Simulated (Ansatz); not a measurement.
A structure relaxed at PBE0-D4/def2-TZVP, charge 0, multiplicity 1:

```csv
atom,x (Å),y (Å),z (Å)
F1,1.8900,0.6275,0.2917
C2,0.6398,1.0651,0.6115
F3,0.6648,2.4228,0.5135
C4,-0.3761,0.4819,-0.3247
Si5,-0.4157,-1.4049,-0.3460
H6,0.4630,0.8173,1.6639
H7,-1.3634,0.8511,-0.0322
H8,-0.1716,0.8563,-1.3324
H9,-1.6149,-1.8396,-1.1075
H10,0.8010,-1.9616,-0.9851
H11,-0.5170,-1.9158,1.0473
```

Task: Give its formula and SMILES.

Result: C2H6F2Si, `FC(F)C[SiH3]`.

Task: Summarise the bond lengths by kind.

Result: 2 × C–F 1.361 to 1.363 Å; 1 × C–C 1.500 Å; 3 × C–H 1.094 to 1.095 Å; 1 × C–Si 1.887 Å; 3 × H–Si 1.483 to 1.488 Å.

Program: Ansatz 0.2.0.
